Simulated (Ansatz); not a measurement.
`[OH][InH][OH]` at its PBE0-D4/def2-TZVP geometry, where that method's forces vanish. Total charge 0; spin multiplicity 1. In: def2 effective core potential.

```xyz
6

O     0.1274    0.3252    1.4948
In   -0.3553    0.2506   -0.4295
O     0.7440   -1.1789   -1.2308
H    -0.3467    0.9894    1.9992
H    -1.4801    1.2017   -1.2628
H     1.3108   -1.5878   -0.5711
```

Task: What forces (eV/Å) does B3LYP-D4/def2-TZVPP give on these atoms in Ansatz 0.2.0? (Estimate.)

Result: Ansatz gave: 
```
O1   0.077 -0.006  0.250
In2 -0.229  0.198 -0.152
O3   0.147 -0.196 -0.121
H4  -0.009  0.027  0.056
H5  -0.032  0.025 -0.034
H6   0.045 -0.047  0.001
```

B3LYP here is the variant with VWN-RPA as its local correlation; programs differ in this.
